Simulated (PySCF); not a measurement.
A series of related molecules.

All values: wB97X-D/def2-SVPD (PySCF) at PBE0-D3(BJ)/def2-SVP geometries, gas phase, one conformer each. Core orbitals are frozen in the response; Δα² is half the sum of the squared differences of the principal polarisabilities.

Question: Rank by vertical ionisation energy (ΔSCF), lowest first.
A. `[SiH3][SiH2]O[SiH2]N([SiH3])[SiH3]`
B. `[SiH3][SiH2]O[SiH2]n1cccc1`
C. `CS[SiH2]O[SiH2][SiH3]`

Answer: B (8.26 eV), C (9.28 eV), A (9.66 eV).

Question: Rank by polarisability anisotropy Δα, highest first.
A. `[SiH3:1][SiH2:2][O:3][SiH2:4][N:5]([SiH3:6])[SiH3:7]` with Si1–Si2–O3–Si4 -2°, Si2–O3–Si4–N5 8°, O3–Si4–N5–Si6 -101°
B. `[CH3:1][CH:2]([CH3:3])[SiH2:4][O:5][SiH2:6][SiH3:7]` with C1–C2–Si4–O5 -53°, C2–Si4–O5–Si6 -72°, Si4–O5–Si6–Si7 44°
C. `[SiH3:1][SiH2:2][O:3][SiH2:4][PH2:5]` with Si1–Si2–O3–Si4 71°, Si2–O3–Si4–P5 9°, O3–Si4–P5–H 83° and 177°
D. `[SiH3:1][SiH2:2][O:3][SiH2:4][CH:5]1[CH2:6][CH2:7][CH2:8]1` with Si1–Si2–O3–Si4 50°, Si2–O3–Si4–C5 56°, O3–Si4–C5–C6 -172°, Si4–C5–C6–C7 139°, C5–C6–C7–C8 -17°, C6–C7–C8–C5 17°, Si4–C5–C8–C7 -139°
E. `[SiH3:1][SiH2:2][O:3][SiH2:4][n:5]1[cH:6][cH:7][cH:8][cH:9]1` with Si1–Si2–O3–Si4 -46°, Si2–O3–Si4–N5 29°, O3–Si4–N5–C6 -97°
F. `[CH3:1][S:2][SiH2:3][O:4][SiH2:5][SiH3:6]` with C1–S2–Si3–O4 -70°, S2–Si3–O4–Si5 -37°, Si3–O4–Si5–Si6 21°

Answer: E (4.11 Å³), D (3.18 Å³), B (2.94 Å³), F (2.63 Å³), C (2.40 Å³), A (2.14 Å³).

Question: Rank by HOMO energy, lowest first.
A. `CS[SiH2]O[SiH2][SiH3]`
B. `CC(C)[SiH2]O[SiH2][SiH3]`
C. `[SiH3][SiH2]O[SiH2]N([SiH3])[SiH3]`
D. `[SiH3][SiH2]O[SiH2]n1cccc1`

Answer: C (-9.74 eV), B (-9.50 eV), A (-9.05 eV), D (-8.23 eV).

All values together:

| SMILES | formula | μ (D) | HOMO (eV) | LUMO (eV) | α (Å³) | Δα (Å³) | electrons | α per electron (Å³) | ΔSCF removal energy (eV) |
| --- | --- | --- | --- | --- | --- | --- | --- | --- | --- |
| [SiH3][SiH2]O[SiH2]C1CCC1 | C4H14OSi3 | 1.30 | -9.58 | 1.32 | 19.21 | 3.18 | 88 | 0.218 | 9.61 |
| [SiH3][SiH2]O[SiH2]N([SiH3])[SiH3] | H13NOSi5 | 0.45 | -9.74 | 1.23 | 21.07 | 2.14 | 98 | 0.215 | 9.66 |
| [SiH3][SiH2]O[SiH2]P | H9OPSi3 | 0.60 | -9.39 | 1.10 | 16.87 | 2.40 | 74 | 0.228 | 9.61 |
| CS[SiH2]O[SiH2][SiH3] | CH10OSSi3 | 1.20 | -9.05 | 1.34 | 17.44 | 2.63 | 82 | 0.213 | 9.28 |
| CC(C)[SiH2]O[SiH2][SiH3] | C3H14OSi3 | 0.90 | -9.50 | 1.33 | 18.14 | 2.94 | 82 | 0.221 | 9.55 |
| [SiH3][SiH2]O[SiH2]n1cccc1 | C4H11NOSi3 | 0.57 | -8.23 | 1.37 | 19.63 | 4.11 | 92 | 0.213 | 8.26 |

Conformers: `[SiH3:1][SiH2:2][O:3][SiH2:4][CH:5]1[CH2:6][CH2:7][CH2:8]1` with Si1–Si2–O3–Si4 50°, Si2–O3–Si4–C5 56°, O3–Si4–C5–C6 -172°, Si4–C5–C6–C7 139°, C5–C6–C7–C8 -17°, C6–C7–C8–C5 17°, Si4–C5–C8–C7 -139°; `[SiH3:1][SiH2:2][O:3][SiH2:4][N:5]([SiH3:6])[SiH3:7]` with Si1–Si2–O3–Si4 -2°, Si2–O3–Si4–N5 8°, O3–Si4–N5–Si6 -101°; `[SiH3:1][SiH2:2][O:3][SiH2:4][PH2:5]` with Si1–Si2–O3–Si4 71°, Si2–O3–Si4–P5 9°, O3–Si4–P5–H 83° and 177°; `[CH3:1][S:2][SiH2:3][O:4][SiH2:5][SiH3:6]` with C1–S2–Si3–O4 -70°, S2–Si3–O4–Si5 -37°, Si3–O4–Si5–Si6 21°; `[CH3:1][CH:2]([CH3:3])[SiH2:4][O:5][SiH2:6][SiH3:7]` with C1–C2–Si4–O5 -53°, C2–Si4–O5–Si6 -72°, Si4–O5–Si6–Si7 44°; `[SiH3:1][SiH2:2][O:3][SiH2:4][n:5]1[cH:6][cH:7][cH:8][cH:9]1` with Si1–Si2–O3–Si4 -46°, Si2–O3–Si4–N5 29°, O3–Si4–N5–C6 -97°.

Question: By how much does the ΔSCF value exceed −ε(HOMO) over the species that have both?

Answer: By -0.09 to 0.23 eV, 0.08 eV on average, over 6 species.
